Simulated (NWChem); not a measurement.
System: CaHSCl; SMILES [SH][Ca][Cl]

```xyz
4

Ca     0.5040     0.0167     0.0243
Cl    -0.3049    -2.2939    -0.0084
S      0.4040     2.5921    -0.0338
H     -0.9457     2.6776    -0.0136
```
Atoms are numbered in this order, from 1.

All runs: NWChem. Pople sets run with spherical d functions. Geometry: optimised at PBE0/def2-SVP. Vzz is the largest principal value of the second derivative of the potential at the nucleus (NWChem prints the opposite sign); η is the asymmetry. Non-relativistic.

For level PBE/6-31G*:

| Item | Value |
|---|---|
| Vzz Ca1 (a.u.) | -1.022 |
| Vzz Cl2 (a.u.) | 0.110 |
| η Cl2 | 0.04 |
| Vzz S3 (a.u.) | 1.895 |
| η S3 | 0.19 |

Problem. How do the values read with level PBE/cc-pVTZ instead?

Solution. 
- Vzz Ca1 (a.u.): -1.220
- Vzz Cl2 (a.u.): 0.060
- η Cl2: 0.31
- Vzz S3 (a.u.): 1.784
- η S3: 0.00
